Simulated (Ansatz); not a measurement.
Ansatz (a program for electronic structure) input (RPA@PBE/def2-TZVPP):

Ansatz 0.2 input:
```yaml
crystal:
  periodic: [false, false, false]
  atoms:
    - {symbol: Sn, position_ang: [-0.41946022, -0.12202029, 0.32055439]}
    - {symbol: O, position_ang: [-1.38406458, -1.50519776, -0.60113916]}
    - {symbol: Cl, position_ang: [-0.10028146, 1.83899828, -1.19760420]}
    - {symbol: Cl, position_ang: [1.98531249, -0.77178672, 0.53768619]}
basis:
  gaussian:
    orbitals: def2-TZVPP
hamiltonian:
  xc: pbe
total_charge: -1
magnetization: {spin_polarized: true, initial_magnetization: 1}
correlation: {method: rpa, electrons: outside_noble_gas}
```

End of the output:

```
integrals: 0.25 GiB planned
1172 factors; integrals over basis functions are off by at most 7.6e-4 eV
mean field: 0.66 GiB planned
mean field evaluation 1: about -32911.5568 eV, gradient 3.7e1 eV
mean field evaluation 2: about -32911.5564 eV, gradient 3.7e1 eV
mean field evaluation 4: about -32916.1805 eV, gradient 1.4e1 eV
mean field evaluation 8: about -32917.3922 eV, gradient 9.5e-1 eV
mean field evaluation 16: about -32917.3959 eV, gradient 2.7e-3 eV
mean field evaluation 32: about -32916.3108 eV, gradient 6.5e-2 eV
mean field evaluation 64: about -32916.3068 eV, gradient 3.7e-1 eV
mean field evaluation 96: about -32899.7388 eV, gradient 1.9e1 eV
mean field -32917.39586735 eV, -1209.6919859127 hartree, gradient 3.2e-6 eV, S^2 0.754586; 8 other end points of the search recorded, 0 dependent functions left out
20 core orbitals not correlated
reference -32852.94404066 eV, -1207.3234249688 hartree; 13, 12 occupied and 132, 133 virtual orbitals, 1172 factors
Total energy: -32884.24763428 eV, -1208.4738108161 hartree
```
